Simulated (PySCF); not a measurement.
propene (C₃H₆), singlet, geometry from GFN2-xTB. Base run: B3LYP/6-31+G*, polarisability run with PySCF.

PySCF was given this input:
```python
from pyscf import gto, scf, dft
from pyscf.prop import polarizability

mol = gto.M(
    atom='''
C     1.27989193    0.12352179    0.00919112
C     0.00825223    0.47486055    0.00924347
H     1.58086326   -0.91147352   -0.00926160
H     2.07459801    0.84971927    0.02748105
H    -0.26659719    1.52209281    0.02807201
C    -1.13573952   -0.48243353   -0.01537878
H    -0.78376375   -1.51090673   -0.03343425
H    -1.76443256   -0.33959044    0.86334919
H    -1.75509560   -0.30553422   -0.89454124
''',
    basis='6-31+g*',
    verbose=4,
)

mf = dft.RKS(mol)
mf.xc = 'b3lyp'
mf.kernel()
alpha = mf.Polarizability().polarizability()[2, 2]
print('alpha_zz =', alpha)
```

Each row names what was changed in the base input (with any setting that the change needs).

```json
[
 {"change": "base", "alpha_zz (bohr³)": "28.27", "basis functions": "66", "core-seconds (rough)": "10"},
 {"change": "basis = aug-cc-pVDZ", "alpha_zz (bohr³)": "32.27", "basis functions": "123", "core-seconds (rough)": "30"},
 {"change": "basis = 6-31G*", "alpha_zz (bohr³)": "18.72", "basis functions": "54", "core-seconds (rough)": "7"},
 {"change": "functional = hf", "alpha_zz (bohr³)": "…", "basis functions": "66", "core-seconds (rough)": "1"},
 {"change": "finite field (a.u.) = 0.005; conv_tol = 1e-11", "alpha_zz (bohr³)": "28.29", "basis functions": "66", "core-seconds (rough)": "9"},
 {"change": "basis = cc-pVDZ", "alpha_zz (bohr³)": "20.87", "basis functions": "72", "core-seconds (rough)": "20"},
 {"change": "functional = camb3lyp", "alpha_zz (bohr³)": "…", "basis functions": "66", "core-seconds (rough)": "20"},
 {"change": "finite field (a.u.) = 2e-4; conv_tol = 1e-11", "alpha_zz (bohr³)": "28.27", "basis functions": "66", "core-seconds (rough)": "8"},
 {"change": "finite field (a.u.) = 0.001; conv_tol = 1e-11", "alpha_zz (bohr³)": "28.27", "basis functions": "66", "core-seconds (rough)": "10"},
 {"change": "finite field (a.u.) = 0.001; conv_tol = 1e-6", "alpha_zz (bohr³)": "28.32", "basis functions": "66", "core-seconds (rough)": "10"},
 {"change": "basis = def2-SVPD", "alpha_zz (bohr³)": "30.65", "basis functions": "108", "core-seconds (rough)": "30"},
 {"change": "finite field (a.u.) = 0.05; conv_tol = 1e-11", "alpha_zz (bohr³)": "30.35", "basis functions": "66", "core-seconds (rough)": "10"}
]
```

What belongs in the gaps?


- functional = hf, alpha_zz (bohr³): 27.46
- functional = camb3lyp, alpha_zz (bohr³): 27.87

Finite-field rows take the second difference of the energy in a field along z; a small field with loose convergence shows SCF noise divided by the square of the field, and a large one adds hyperpolarisability.
